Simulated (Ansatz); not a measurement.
Consider the formal hydrolysis of the Al–Si bond: `C=[CH][AlH][SiH2]Cl` + H₂O → `C=[CH][AlH][OH]` + `[SiH3]Cl`.

Program: Ansatz. Geometries: PBE0-D4/def2-TZVP. ΔE: electronic, gas phase. CCSD(T)/CBS adds triple-zeta CCSD(T) − MP2 to the extrapolated MP2 energy (def2 sets, frozen cores). This one scheme is used for every species. DFT in def2-TZVPP. B3LYP here is the variant with VWN-RPA as its local correlation; programs differ in this. One conformer a species, not always the lowest.

`C=[CH][AlH][SiH2]Cl`:

```xyz
11

C    -0.317    0.639    1.938
C    -0.231   -0.658    1.623
Al    0.061   -1.251   -0.196
Si    0.310    0.343   -2.061
Cl    0.171    2.337   -1.480
H    -0.225    1.423    1.190
H    -0.482    0.983    2.958
H    -0.336   -1.369    2.443
H     0.153   -2.797   -0.559
H    -0.731    0.146   -3.110
H     1.626    0.204   -2.746
```

H₂O:

```xyz
3

O     0.155    0.357    0.014
H    -0.537    0.044   -0.573
H     0.381   -0.400    0.559
```

`C=[CH][AlH][OH]`:

```xyz
9

C    -0.418   -1.577    0.198
C    -0.341   -0.442    0.898
Al    0.259    1.196    0.065
O     0.665    1.057   -1.580
H    -0.751   -2.517    0.636
H    -0.148   -1.618   -0.854
H    -0.630   -0.489    1.948
H     0.389    2.598    0.794
H     0.974    1.792   -2.105
```

`[SiH3]Cl`:

Cartesian coordinates in Å:
```
Si -0.042 -0.085 -0.087
Cl 0.622 1.276 1.301
H 0.526 -1.412 0.246
H 0.414 0.350 -1.427
H -1.521 -0.128 -0.034
```

Q: Is it downhill or uphill in electronic energy at CCSD(T)/CBS, and by how much? (An estimate is asked.)

A: Ansatz gave: Downhill: ΔE = -135.3 kJ/mol.

Q: What do these levels give: PBE-D4, r2SCAN-D4, PBE0-D4, B3LYP-D4, ωB97M-V, PBE0, MP2/def2-TZVPP, SCS-MP2/def2-TZVPP, CCSD/def2-TZVPP, HF/def2-QZVPP, SCS-MP2/def2-QZVPP, HF/CBS(def2)? (Estimate.)

A: Computed: PBE-D4 -116.9, r2SCAN-D4 -138.3, PBE0-D4 -120.3, B3LYP-D4 -137.7, ωB97M-V -143.4, PBE0 -125.2, MP2/def2-TZVPP -146.7, SCS-MP2/def2-TZVPP -149.9, CCSD/def2-TZVPP -141.1, HF/def2-QZVPP -158.5, SCS-MP2/def2-QZVPP -148.8, HF/CBS(def2) -158.7 kJ/mol.

Largest T1 diagnostic among the species: 0.012.

From PBE to PBE0 (25 % exact exchange), in def2-TZVPP and without D4, ΔE moves by −3.2 kJ/mol. The D4 term adds +7.9 kJ/mol with B3LYP and +4.9 kJ/mol with PBE0; it sums over pairs of atoms, weighted by their polarisabilities, and B3LYP, whose exchange is more repulsive, gets the larger term. In def2-TZVPP, CCSD(T) changes the Hartree–Fock value by +19.1 kJ/mol (the triples alone add +2.9 kJ/mol) and MP2 by +10.6 kJ/mol.
